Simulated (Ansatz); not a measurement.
Computed with Ansatz on PBE0-D4/def2-TZVP structures; ΔE is electronic, products minus reactants. CCSD(T)/CBS adds triple-zeta CCSD(T) − MP2 to the extrapolated MP2 energy (def2 sets, frozen cores). DFT in def2-TZVPP. Each species was taken in one conformer, which may not be the lowest.

Consider the substitution at a C–O bond: `CC(=O)OC1CCCCC1` + `O[SiH2]F` → `CC(=O)O[SiH2]F` + `OC1CCCCC1`.

```
             level  ΔE (kJ/mol)
            r2SCAN         -1.6
SCS-MP2/def2-TZVPP          1.7
     HF/def2-QZVPP         -4.9
    CCSD/CBS(def2)          0.1
```

Problem. What does CCSD(T)/CBS give? (Best estimate.)

Solution. The calculation gave: +1.6 kJ/mol. The listed levels differ from it by -3.2, 0.1, -6.5, -1.5 kJ/mol.

Largest T1 diagnostic among the species: 0.014.

In def2-TZVPP, CCSD(T) changes the Hartree–Fock value by +6.3 kJ/mol (the triples alone add +1.5 kJ/mol) and MP2 by +7.5 kJ/mol.
